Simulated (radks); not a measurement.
Trend from B3+ to Ne3+: ionisation energy by Delta-SCF between NIST ground configurations, and size. Method: Dirac Kohn-Sham, PBE, spin-unpolarised, spherical densities, finite nucleus; open shells fill j = l - 1/2 first; Fermi nuclear charge, rms radius of each element as measured or else 0.836 A^(1/3) + 0.57 fm; computed with a radial shooting solver on a logarithmic mesh with Libxc functionals.

species	configuration	configuration of the ion	IE (eV)	NIST (eV)	kind	-e(HOMO) (eV)	outermost	<r> outermost (bohr)
B3+	[He]	1s1	265.52	259.37	theory	231.38 (1s1/2)	1s1/2	0.326
C3+	[He] 2s1	[He]	63.884	64.494	exp.	56.105 (2s1/2)	2s1/2	1.28
N3+	[He] 2s2	[He] 2s1	77.819	77.474	exp.	68.124 (2s1/2)	2s1/2	1.10
O3+	[He] 2s2 2p1	[He] 2s2	76.946	77.414	exp.	64.990 (2p1/2)	2s1/2	0.977
F3+	[He] 2s2 2p2	[He] 2s2 2p1	85.858	87.18	semi-emp.	72.806 (2p1/2)	2s1/2	0.877
Ne3+	[He] 2s2 2p3	[He] 2s2 2p2	94.549	97.190	semi-emp.	80.474 (2p3/2)	2s1/2	0.795

Reference values: NIST Atomic Spectra Database (exp. = measured, semi-emp. = semi-empirical, theory = theoretical value adopted there). Spin polarisation and multiplet splitting are left out, so open shells lie too high by an amount that depends on their filling.

Beside tabulated values, note that spin-unpolarised runs miss the spin-polarisation part of the exchange energy of open shells.
